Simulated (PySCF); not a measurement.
```xyz
5
charge 0 multiplicity 1, angstrom
Se    0.0000    0.0000   -0.8030
O     0.0000    1.4022   -1.5806
O     0.0000   -1.4022   -1.5806
Br    1.8361    0.0000    0.7251
Br   -1.8361    0.0000    0.7251
```

Computed with B3LYP in PySCF with Se def2-SVP, O def2-SVP, Br def2-SVP; no relativity; density-fitted integrals.

This geometry of SeO2Br2 is a stationary point at this level.

What is the point group?

C2v.

Is it a minimum?

Yes: all harmonic wavenumbers are real.

List the harmonic modes with their infrared intensities.


| symmetry | ω (cm⁻¹) | IR (km/mol) | type |
| --- | --- | --- | --- |
| a1 | 96 | 0.0 | bend |
| a2 | 172 | 0.0 | bend |
| b2 | 201 | 4.4 | bend |
| b1 | 215 | 1.4 | mixed |
| a1 | 223 | 1.1 | stretch |
| b1 | 325 | 123 | bend |
| a1 | 344 | 57.7 | bend |
| a1 | 950 | 53.4 | stretch |
| b2 | 1024 | 61.9 | stretch |

What is the atomisation energy, with and without zero-point energy?

972 kJ/mol without, 950 kJ/mol with.

In C2v the vibrations span 4a1 + a2 + 2b2 + 2b1. The a2 mode carries no infrared intensity, as symmetry demands.

Other isomers or separated fragments may lie lower.
